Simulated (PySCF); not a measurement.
Computed beside measured shifts: C11H16O3S

System: C11H16O3S (measured compound), SMILES CCCCOS(=O)(=O)c1ccc(C)cc1.

Atom-mapped SMILES (hydrogens are numbered by the atom that bears them): [CH3:1][CH2:2][CH2:3][CH2:4][O:5][S:6](=[O:7])(=[O:8])[c:9]1[cH:10][cH:11][c:12]([CH3:13])[cH:14][cH:15]1

Computed with GIAO KT3/pcSseg-1, gas phase, PySCF SCF with an in-house response code, fitting set def2-universal-JFIT, grid level 2, non-relativistic, geometry: GFN2-xTB.

One optimised conformer. Values are averaged over the atoms that symmetry or fast rotation interchanges, on this one geometry and without vibrational averaging. Shifts are the reference shielding less the shielding here, at the same level (13C, 1H against isolated TMS; 17O against isolated H2O; 33S against isolated CS2); nuclei without a reference have shieldings only.

**Question.** What shifts does this level give for H on 4, H on 3, H on 2, H on 1, and how do they compare with measurement?

**Answer.** 
| atom | nucleus | computed / ppm | measured / ppm | computed less measured | measured against | medium of the measurement |
| --- | --- | --- | --- | --- | --- | --- |
| H on 4 | 1H | 4.52 | 4.03 | 0.49 | TMS | not stated per compound (mostly CDCl3 or CCl4) |
| H on 3 | 1H | 1.65 | 1.62 | 0.03 | TMS | not stated per compound (mostly CDCl3 or CCl4) |
| H on 2 | 1H | 1.56 | 1.36 | 0.20 | TMS | not stated per compound (mostly CDCl3 or CCl4) |
| H on 1 | 1H | 1.29 | 0.88 | 0.41 | TMS | not stated per compound (mostly CDCl3 or CCl4) |

Measured values: Pretsch, Buehlmann, Badertscher, Structure Determination of Organic Compounds, 4th ed..
